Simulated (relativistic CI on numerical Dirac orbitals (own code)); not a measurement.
**d6 in a ligand field**

Computed with a parametric ligand-field model of a d^n configuration (Racah B and C, spin-orbit zeta, crystal field), exact diagonalisation.

Field parameters in Wybourne normalisation: Oh B⁴₀ = 21Dq, B⁴₄ = √(5/14) B⁴₀. The field is a parameter set, without covalency.

**Question.** A d6 ion in Oh symmetry has the ground term 1A1 and bands at 3T1 30847 cm⁻¹ (324 nm), 3T2 33926 cm⁻¹ (295 nm), 1T1 33942 cm⁻¹ (295 nm), 1T2 40091 cm⁻¹ (249 nm), 5T2 56806 cm⁻¹ (176 nm), 1T2 68614 cm⁻¹ (146 nm), 1E 68760 cm⁻¹ (145 nm). Which parameters reproduce them?

**Answer.** B = 410, C = 1480, ζ = 0 cm⁻¹, Oh, 10Dq = 35150 cm⁻¹.

**Question.** Ground term and bands for B = 840, C = 4180, ζ = 0 cm⁻¹, Oh, 10Dq = 22050 cm⁻¹?

**Answer.** Ground term 1A1 with 0.06 electrons in the two orbitals of the cubic e set. Spin-allowed: 1T1 19524 cm⁻¹ (512 nm), 1T2 29852 cm⁻¹ (335 nm), 1T2 40777 cm⁻¹ (245 nm), 1E 41265 cm⁻¹ (242 nm). Lowest spin-forbidden: 5T2 9038 cm⁻¹ (1107 nm), 3T1 10572 cm⁻¹ (946 nm), 3T2 15637 cm⁻¹ (640 nm).

**Question.** Ground term and bands for B = 710, C = 2820, ζ = 0 cm⁻¹, Oh, 10Dq = 18300 cm⁻¹?

**Answer.** Ground term 1A1 with 0.05 electrons in the two orbitals of the cubic e set. Spin-allowed: 1T1 16575 cm⁻¹ (603 nm), 1T2 25386 cm⁻¹ (394 nm), 1E 34598 cm⁻¹ (289 nm), 1T2 34608 cm⁻¹ (289 nm). Lowest spin-forbidden: 3T1 10430 cm⁻¹ (959 nm), 5T2 12179 cm⁻¹ (821 nm), 3T2 14791 cm⁻¹ (676 nm).

**Question.** Ground term and bands for B = 950, C = 4850, ζ = 0 cm⁻¹, Oh, 10Dq = 28750 cm⁻¹?

**Answer.** Ground term 1A1 with 0.05 electrons in the two orbitals of the cubic e set. Spin-allowed: 1T1 25700 cm⁻¹ (389 nm), 1T2 37853 cm⁻¹ (264 nm), 1T2 53238 cm⁻¹ (188 nm), 1E 54016 cm⁻¹ (185 nm). Lowest spin-forbidden: 3T1 15378 cm⁻¹ (650 nm), 5T2 16734 cm⁻¹ (598 nm), 3T2 21334 cm⁻¹ (469 nm).

**Question.** A d6 ion in Oh symmetry has the ground term 1A1 and bands at 3T1 28721 cm⁻¹ (348 nm), 3T2 32524 cm⁻¹ (307 nm), 1T1 33445 cm⁻¹ (299 nm), 1T2 41075 cm⁻¹ (243 nm), 5T2 50463 cm⁻¹ (198 nm), 1T2 67809 cm⁻¹ (147 nm), 1E 68235 cm⁻¹ (147 nm). Which parameters reproduce them?

**Answer.** B = 520, C = 2260, ζ = 0 cm⁻¹, Oh, 10Dq = 35200 cm⁻¹.
